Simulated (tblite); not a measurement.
C4H10O2SeSi.
Numbering: `[CH3:1][CH2:2][O:3]/[CH:4]=[CH:5]/[O:6][SiH2:7][SeH:8]` (hydrogens: H9, H10, H11 on C1; H12, H13 on C2; H14 on C4; H15 on C5; H16, H17 on Si7; H18 on Se8)

Computed with GFN2-xTB (tblite), gas phase: L-BFGS steps from a force-field or distance-geometry start until the largest atomic force falls under 0.01 eV/Å.

Step 17: E = -727.7180 eV
```
atom  x, y, z in Å  |  force x, y, z in eV/Å
C1      3.4516    0.6371   -0.3815    0.039  -0.006  -0.052
C2      2.2069   -0.2185   -0.2292    0.006   0.071  -0.013
O3      1.1584    0.3738   -0.9891   -0.021  -0.098   0.037
C4     -0.0989   -0.1097   -0.7828   -0.065  -0.011  -0.064
C5     -0.7570   -0.1458    0.3684    0.035   0.011   0.004
O6     -2.0100   -0.6372    0.5004    0.055   0.090   0.023
Si7    -3.2868   -0.7785   -0.4858    0.091  -0.189  -0.030
Se8    -4.4011    1.1920   -0.7605    0.008   0.126   0.040
H9      3.2535    1.6463   -0.0365   -0.005   0.040   0.030
H10     3.7554    0.6815   -1.4219   -0.045   0.018  -0.080
H11     4.2645    0.2099    0.1948    0.041  -0.020   0.086
H12     1.9310   -0.2952    0.8276   -0.039  -0.001   0.015
H13     2.3897   -1.2295   -0.6186    0.019  -0.052   0.050
H14    -0.5919   -0.4625   -1.6817    0.026   0.107  -0.090
H15    -0.3300    0.1908    1.3039   -0.026  -0.039   0.042
H16    -4.0512   -1.7090    0.3309   -0.001   0.045  -0.084
H17    -2.9563   -1.1671   -1.8558   -0.104  -0.058   0.110
H18    -3.9365    1.8279    0.4411   -0.013  -0.033  -0.025
```

Step 18: E = -727.7228 eV
```
atom  x, y, z in Å  |  force x, y, z in eV/Å
C1      3.4527    0.6406   -0.3793   -0.010  -0.068  -0.063
C2      2.2098   -0.2207   -0.2233   -0.053   0.078  -0.047
O3      1.1600    0.3648   -0.9919   -0.011  -0.087   0.061
C4     -0.1028   -0.1054   -0.7858   -0.006  -0.028  -0.072
C5     -0.7568   -0.1423    0.3678    0.062   0.009  -0.010
O6     -2.0116   -0.6292    0.4975    0.077   0.088   0.065
Si7    -3.2845   -0.7797   -0.4896    0.043  -0.163  -0.029
Se8    -4.3961    1.1923   -0.7613   -0.003   0.121   0.014
H9      3.2527    1.6508   -0.0338    0.011  -0.016   0.002
H10     3.7497    0.6779   -1.4223   -0.041   0.057  -0.062
H11     4.2695    0.2127    0.1920    0.023   0.001   0.090
H12     1.9348   -0.2961    0.8350   -0.050   0.011  -0.035
H13     2.3901   -1.2331   -0.6133    0.053  -0.016   0.085
H14    -0.6026   -0.4493   -1.6868    0.067   0.130  -0.036
H15    -0.3220    0.1881    1.3033   -0.065  -0.063   0.014
H16    -4.0494   -1.7041    0.3306   -0.016   0.019  -0.060
H17    -2.9709   -1.1783   -1.8589   -0.073  -0.057   0.088
H18    -3.9314    1.8173    0.4438   -0.008  -0.016  -0.006
```

Problem. Estimate the geometry and energy of step 19. (The exact step hangs on the optimiser's Hessian estimate; all steps are aligned on step 18, rigid shifts and turns removed.)

Solution. E = -727.7271 eV, largest force 0.156 eV/Å
```
atom  x, y, z in Å  |  force x, y, z in eV/Å
C1      3.4534    0.6427   -0.3782   -0.042  -0.093  -0.050
C2      2.2118   -0.2226   -0.2185   -0.075   0.047  -0.051
O3      1.1616    0.3546   -0.9946    0.011  -0.046   0.045
C4     -0.1060   -0.1015   -0.7889    0.054  -0.033  -0.053
C5     -0.7557   -0.1387    0.3671    0.064  -0.002  -0.021
O6     -2.0124   -0.6193    0.4949    0.056   0.066   0.079
Si7    -3.2812   -0.7830   -0.4938   -0.008  -0.065   0.001
Se8    -4.3919    1.1945   -0.7628    0.004   0.070  -0.015
H9      3.2515    1.6539   -0.0316    0.026  -0.072  -0.027
H10     3.7433    0.6760   -1.4240   -0.032   0.079  -0.034
H11     4.2741    0.2157    0.1906   -0.012   0.022   0.066
H12     1.9372   -0.2965    0.8409   -0.056   0.027  -0.068
H13     2.3914   -1.2373   -0.6061    0.078   0.018   0.108
H14    -0.6102   -0.4337   -1.6926    0.078   0.135  -0.002
H15    -0.3177    0.1837    1.3045   -0.069  -0.072  -0.010
H16    -4.0464   -1.6979    0.3317   -0.043  -0.022  -0.026
H17    -2.9862   -1.1887   -1.8612   -0.032  -0.069   0.034
H18    -3.9253    1.8044    0.4463   -0.001   0.009   0.024
```

The energy changes by -0.0043 eV. The first-order estimate −F·Δx gives -0.0059 eV and the mean of the old and new forces, exact on a quadratic surface, -0.0043 eV. The step makes an angle of 70° with the force vector and moves no atom by more than 0.019 Å.

What follows is the cost of the whole relaxation. Time: 0.96 s. Hardware: Intel Xeon 6975P-C, one thread, no GPU, shared host with 192 logical CPUs at a one-minute load of 60.
